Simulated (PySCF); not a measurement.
**Converging BeCl⁺ in the basis (MP2)**

PySCF, RHF reference; singlet, unpaired electrons none; De to Be⁺ + Cl without counterpoise correction. Frozen cores follow the default of each basis and core potential.

```csv
basis,relativity,functions,Re (Å),ωe (cm⁻¹),De (eV),frozen orbitals
def2-SVP,no relativity,27,1.764,962,3.89,5
aug-pcseg-1,no relativity,40,1.745,984,3.95,5
pcseg-2,no relativity,49,1.719,1041,4.40,5
```

(1) How does each smaller set differ from the one with most functions, pcseg-2?

Correlated steps freeze 5 core orbitals. Correlated levels converge slowly with the basis: in double zeta they bind strong bonds too weakly, by up to about 1 eV, and carry superposition errors of some tenths. For an ion De counts to the pair picked by the measured ionisation energies or electron affinities, which need not be the lowest pair at this level. Where the molecule has an RHF reference, its open-shell atoms are computed with UHF.

## Answers

(1) def2-SVP: +4.5 pm, -7.6 % in ωe, -0.51 eV in De; aug-pcseg-1: +2.6 pm, -5.5 % in ωe, -0.45 eV in De. All at MP2; the set with most functions is neither the basis-set limit nor always the best.
